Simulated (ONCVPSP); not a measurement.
# Which setting gave this result? (Ti (Z = 22), ONCV)

Base potential:

Ti, optimised norm-conserving Vanderbilt (ONCV), made with ONCVPSP 4.0.1 (LDA (Perdew-Zunger), scalar-relativistic). Core [Ne], reference 3s2 3p6 3d2 4s1.5 4p0.5. Waves: 3s+4s: rc 1.40 bohr, ncon 3, nbas 6, qcut 11.1 1/bohr, 2 projectors; 3p+4p: rc 2.25 bohr, ncon 4, nbas 8, qcut 7.1 1/bohr, 2 projectors; 3d: rc 1.30 bohr, ncon 4, nbas 9, qcut 13.7 1/bohr, 2 projectors, debl 0.5 Ha. Local part: polynomial inside 0.90 bohr (lpopt 4, dvloc0 -1 Ha). Core correction: Teter function, parameters optimised by the program.

Cutoffs, loose and tight: the cutoffs (Ha) at which the residual kinetic energy of the hardest occupied pseudo-wave falls to 1 and 0.1 mHa per electron. They do not see the model core or the augmentation charge, which bear on the density cutoff. Test errors are all-electron minus pseudo excitation energies from the reference, over the configurations 3s2 3p6 3d2 4s2 4p0; 3s2 3p6 3d2 4s1 4p0; 3s2 3p6 3d2 4s0 4p0; 3s2 3p6 3d0 4s0 4p0; variants that change the core or the reference have their own tests. The largest error is taken over the tests solved by every variant that gives reliable tests at all, those not shown here included: 3s2 3p6 3d2 4s0 4p0; 3s2 3p6 3d2 4s1 4p0; 3s2 3p6 3d2 4s2 4p0.

Only the qcut of the d channel is moved (1 further runs of the sweep failed or gave no value and are left out):

| qcut of the d channel (1/bohr) | cutoff, loose | cutoff, tight | bound ghosts | largest test error (meV) |
| --- | --- | --- | --- | --- |
| 9.1 | 39 Ha | 115 Ha | none | -6.6 |
| 12.2 | 51 Ha | 60 Ha | none | -0.5 |
| 13.8 | 58 Ha | 68 Ha | none | -0.5 |
| 16.5 | 64 Ha | 77 Ha | none | -0.5 |
| 20.3 | 140 Ha | 155 Ha | d | -4.2 |

Task: One more run gave cutoff, loose: 42 Ha; cutoff, tight: 49 Ha; bound ghosts: none; largest test error (meV): -6.0. Which value of the qcut of the d channel was used?

Result: 10 1/bohr. The loose cutoff moves one way along this sweep, from 39 Ha at 9.1 to 140 Ha at 20.3 1/bohr, which places the run between 9.1 and 12.2 1/bohr.
